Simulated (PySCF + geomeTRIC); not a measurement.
All values below come from TPSSh-D3(BJ)/def2-TZVP run with PySCF + geomeTRIC. fastk is a local helper that only speeds up exchange builds. No frequencies were computed at this level.

```python
import json, numpy as np
from pyscf import gto, dft
from fastk import lowrank_exchange
atoms = """
Al    -0.622894     0.014903     0.070619
S      1.452071    -0.164683     0.723572
H     -1.312715     1.386276     0.000851
H     -1.448563    -1.230877    -0.286690
H      1.932103    -0.005618    -0.508353
"""
def scf(charge, spin, dm0=None):
    mol = gto.M(atom=atoms, basis='def2-tzvp', ecp={}, charge=charge, spin=spin, verbose=3, max_memory=3780)
    mf = dft.KS(mol, xc='tpssh').density_fit(auxbasis="def2-universal-jkfit")
    mf.disp = 'd3bj'
    mf.grids.level = 3
    mf.conv_tol = 1e-8
    mf.max_cycle = 60
    mf.kernel(dm0)
    if not mf.converged:
        mf = mf.newton().run(mf.mo_coeff, mf.mo_occ).undo_soscf()
    return mf
mf = scf(0, 0)
from pyscf.geomopt.geometric_solver import kernel as optimize
path = []
done, mol = optimize(mf, maxsteps=80, assert_convergence=False, callback=lambda env: path.append((env["energy"], bool(env["g_scanner"].converged))))
res = dict(converged=bool(done and path[-1][1]), energy=path[-1][0], path=[e for e, c in path], xyz=mol.atom_coords(unit="Angstrom").tolist(), nao=mol.nao)
json.dump(res, open("result.json", "w"))
```

Output:

```
converged SCF energy = -642.49788347374
Geometry optimization cycle 1
converged SCF energy = -642.497883473028
cycle 1: E = -642.497883473  dE = -642.498  norm(grad) = 0.0233035
Geometry optimization cycle 2
converged SCF energy = -642.499373790193
cycle 2: E = -642.49937379  dE = -0.00149032  norm(grad) = 0.00525435
Geometry optimization cycle 3
converged SCF energy = -642.499493492847
cycle 3: E = -642.499493493  dE = -0.000119703  norm(grad) = 0.00271524
Geometry optimization cycle 4
converged SCF energy = -642.500580317087
cycle 4: E = -642.500580317  dE = -0.00108682  norm(grad) = 0.0230829
Geometry optimization cycle 5
converged SCF energy = -642.498776890899
cycle 5: E = -642.498776891  dE = 0.00180343  norm(grad) = 0.0558491
Geometry optimization cycle 6
converged SCF energy = -642.501308746839
cycle 6: E = -642.501308747  dE = -0.00253186  norm(grad) = 0.039436
Geometry optimization cycle 7
converged SCF energy = -642.504491894899
cycle 7: E = -642.504491895  dE = -0.00318315  norm(grad) = 0.0482904
Geometry optimization cycle 8
converged SCF energy = -642.509710352221
cycle 8: E = -642.509710352  dE = -0.00521846  norm(grad) = 0.027619
Geometry optimization cycle 9
converged SCF energy = -642.511147290992
cycle 9: E = -642.511147291  dE = -0.00143694  norm(grad) = 0.00590645
Geometry optimization cycle 10
converged SCF energy = -642.511290518418
cycle 10: E = -642.511290518  dE = -0.000143227  norm(grad) = 0.00185589
Geometry optimization cycle 11
converged SCF energy = -642.511325417903
cycle 11: E = -642.511325418  dE = -3.48995e-05  norm(grad) = 0.000612507
Geometry optimization cycle 12
converged SCF energy = -642.511328609367
cycle 12: E = -642.511328609  dE = -3.19146e-06  norm(grad) = 0.000352797
Geometry optimization cycle 13
converged SCF energy = -642.511330309614
cycle 13: E = -642.51133031  dE = -1.70025e-06  norm(grad) = 0.00014322
Geometry optimization cycle 14
converged SCF energy = -642.511330433482
cycle 14: E = -642.511330433  dE = -1.23868e-07  norm(grad) = 2.42213e-05
<class 'geometric.internal.Distance'> : 4
<class 'geometric.internal.Angle'> : 3
<class 'geometric.internal.OutOfPlane'> : 1
<class 'geometric.internal.Dihedral'> : 2
<class 'geometric.internal.TranslationX'> : 1
<class 'geometric.internal.TranslationY'> : 1
<class 'geometric.internal.TranslationZ'> : 1
<class 'geometric.internal.RotationA'> : 1
<class 'geometric.internal.RotationB'> : 1
<class 'geometric.internal.RotationC'> : 1
Step    0 : Gradient = 1.042e-02/1.290e-02 (rms/max) Energy = -642.4978834730
Step    1 : Displace = 3.603e-02/5.639e-02 (rms/max) Trust = 1.000e-01 (=) Grad = 2.350e-03/3.752e-03 (rms/max) E (change) = -642.4993737902 (-1.490e-03) Quality = 1.016
Step    2 : Displace = 1.401e-02/2.136e-02 (rms/max) Trust = 1.414e-01 (+) Grad = 1.214e-03/1.813e-03 (rms/max) E (change) = -642.4994934928 (-1.197e-04) Quality = 1.743
Step    3 : Displace = 1.628e-01/2.437e-01 (rms/max) Trust = 2.000e-01 (+) Grad = 1.032e-02/1.748e-02 (rms/max) E (change) = -642.5005803171 (-1.087e-03) Quality = 1.897
Step    4 : Displace = 2.840e-01/4.213e-01 (rms/max) Trust = 2.828e-01 (+) Grad = 2.498e-02/4.261e-02 (rms/max) E (change) = -642.4987768909 (+1.803e-03) Quality = -1.149
Step    5 : Displace = 1.418e-01/2.123e-01 (rms/max) Trust = 1.414e-01 (x) Grad = 1.764e-02/3.001e-02 (rms/max) E (change) = -642.5013087468 (-7.284e-04) Quality = 0.766
Step    6 : Displace = 2.082e-01/3.055e-01 (rms/max) Trust = 2.000e-01 (+) Grad = 2.160e-02/3.477e-02 (rms/max) E (change) = -642.5044918949 (-3.183e-03) Quality = 1.369
Step    7 : Displace = 1.320e-01/1.688e-01 (rms/max) Trust = 2.828e-01 (+) Grad = 1.235e-02/2.255e-02 (rms/max) E (change) = -642.5097103522 (-5.218e-03) Quality = 1.091
Step    8 : Displace = 6.830e-02/8.864e-02 (rms/max) Trust = 3.000e-01 (+) Grad = 2.641e-03/3.125e-03 (rms/max) E (change) = -642.5111472910 (-1.437e-03) Quality = 0.966
Step    9 : Displace = 4.609e-02/5.835e-02 (rms/max) Trust = 3.000e-01 (=) Grad = 8.300e-04/1.253e-03 (rms/max) E (change) = -642.5112905184 (-1.432e-04) Quality = 0.618
Step   10 : Displace = 1.731e-02/2.298e-02 (rms/max) Trust = 3.000e-01 (=) Grad = 2.739e-04/4.485e-04 (rms/max) E (change) = -642.5113254179 (-3.490e-05) Quality = 1.036
Step   11 : Displace = 3.048e-03/3.468e-03 (rms/max) Trust = 3.000e-01 (=) Grad = 1.578e-04/2.678e-04 (rms/max) E (change) = -642.5113286094 (-3.191e-06) Quality = 1.315
Step   12 : Displace = 2.738e-03/3.365e-03 (rms/max) Trust = 3.000e-01 (=) Grad = 6.405e-05/1.196e-04 (rms/max) E (change) = -642.5113303096 (-1.700e-06) Quality = 1.200
Step   13 : Displace = 8.047e-04/1.203e-03 (rms/max) Trust = 3.000e-01 (=) Grad = 1.083e-05/1.550e-05 (rms/max) E (change) = -642.5113304335 (-1.239e-07) Quality = 0.891
Converged! =D
```

Cost: very roughly 80 core-seconds.
